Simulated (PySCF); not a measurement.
This PySCF input asks for the NMR shieldings of SMILES B(PB)(NC)PB(C)C, C$_{3}$H$_{14}$B$_{3}$NP$_{2}$; the geometry comes from GFN2-xTB.

```python
import basis_set_exchange as bse
import numpy as np
from pyscf import gto, dft
from pyscf.prop import nmr

atoms = """
B    -2.132047    2.502129   -0.017047
P    -1.721474    1.116820   -1.114950
B    -1.135186   -0.379676   -0.114698
N    -1.833685   -1.564513   -0.313838
C    -1.668185   -2.867859    0.288550
P     0.256184   -0.142488    1.130027
B     1.782598    0.487219    0.278772
C     3.175489   -0.196852    0.591750
C     1.731306    1.781663   -0.624359
H    -1.351105    2.815218    0.797014
H    -3.096560    3.136552   -0.203594
H    -2.910714    0.679592   -1.673913
H    -2.592729   -1.559844   -0.983827
H    -2.559424   -3.145980    0.857708
H    -0.817136   -2.852993    0.965443
H    -1.495158   -3.626745   -0.479193
H     0.631284   -1.431326    1.463369
H     3.139842   -0.913058    1.411278
H     3.946217    0.537588    0.822395
H     3.527452   -0.735849   -0.288759
H     2.642328    1.950704   -1.195360
H     0.891636    1.778393   -1.322187
H     1.584314    2.658292    0.008435
"""
names = dict.fromkeys(["B", "P", "N", "C", "H"], "pcSseg-1")
basis = {el: gto.basis.parse(bse.get_basis(n, elements=[el], fmt="nwchem")) for el, n in names.items()}
mol = gto.M(atom=atoms, basis=basis, charge=0, verbose=0)
mf = dft.RKS(mol, xc="PBE0")
mf.grids.level = 2
mf.grids.alignment = dft.numint.BLKSIZE   # the property module wants whole blocks of grid points
mf.conv_tol = 1e-9
mf.kernel()

calc = nmr.RKS(mf)   # GIAO
C = mf.mo_coeff
Co = C[:, mf.mo_occ > 0]
resp = mf.gen_response(singlet=True, hermi=2)
def vind(x):   # induced exchange potential for any number of trial vectors
    d = np.einsum("pi,xij,qj->xpq", C, 2 * x.reshape(-1, C.shape[1], Co.shape[1]), Co, optimize=True)
    return np.einsum("xpq,pi,qj->xij", resp(d - d.transpose(0, 2, 1)), C, Co, optimize=True).ravel()
mo1, _ = nmr.rhf.solve_mo1(calc, with_cphf=vind)
sigma = calc.kernel(mo1)
for i, s in enumerate(sigma):   # ppm
    w = np.linalg.eigvalsh((s + s.T) / 2)
    print("%2d %-2s iso %8.1f  s11 %8.1f  s22 %8.1f  s33 %8.1f" % (i, mol.atom_pure_symbol(i), w.mean(), *w))
```

**Question.** Give the expected output.

**Answer.** 
```
 0 B  iso     21.3  s11    -77.7  s22     -0.8  s33    142.4
 1 P  iso    380.3  s11    227.9  s22    409.9  s33    503.0
 2 B  iso     60.2  s11     23.6  s22     45.7  s33    111.5
 3 N  iso    151.9  s11     73.4  s22    178.5  s33    204.0
 4 C  iso    152.6  s11    128.7  s22    144.9  s33    184.3
 5 P  iso    457.4  s11    361.8  s22    449.5  s33    560.9
 6 B  iso     12.5  s11    -57.3  s22    -31.5  s33    126.3
 7 C  iso    167.9  s11    151.8  s22    167.0  s33    184.9
 8 C  iso    169.5  s11    151.1  s22    176.1  s33    181.4
 9 H  iso     23.6  s11     14.1  s22     26.9  s33     29.7
10 H  iso     23.4  s11     15.5  s22     26.8  s33     27.9
11 H  iso     27.9  s11     23.4  s22     27.2  s33     33.0
12 H  iso     27.9  s11     19.1  s22     30.3  s33     34.1
13 H  iso     28.8  s11     24.0  s22     26.6  s33     35.8
14 H  iso     28.4  s11     22.6  s22     30.9  s33     31.6
15 H  iso     28.9  s11     24.3  s22     26.5  s33     35.9
16 H  iso     28.2  s11     22.6  s22     29.2  s33     32.7
17 H  iso     30.4  s11     26.0  s22     31.0  s33     34.3
18 H  iso     30.4  s11     26.4  s22     28.8  s33     36.1
19 H  iso     30.7  s11     27.5  s22     28.6  s33     35.9
20 H  iso     30.5  s11     26.5  s22     29.3  s33     35.8
21 H  iso     29.4  s11     23.1  s22     28.7  s33     36.3
22 H  iso     30.9  s11     26.4  s22     29.5  s33     36.7
```

These numbers come from an equivalent density-fitted implementation of the same equations, which agrees with the script to about 0.01 ppm for H and up to a few tenths of a ppm for heavy atoms, so last digits may differ.

Size and cost of the density-fitted run: 237 basis functions, 41 s wall time on 1 thread of an Intel Xeon 6975P-C, shared host; peak memory 1.1 GiB.
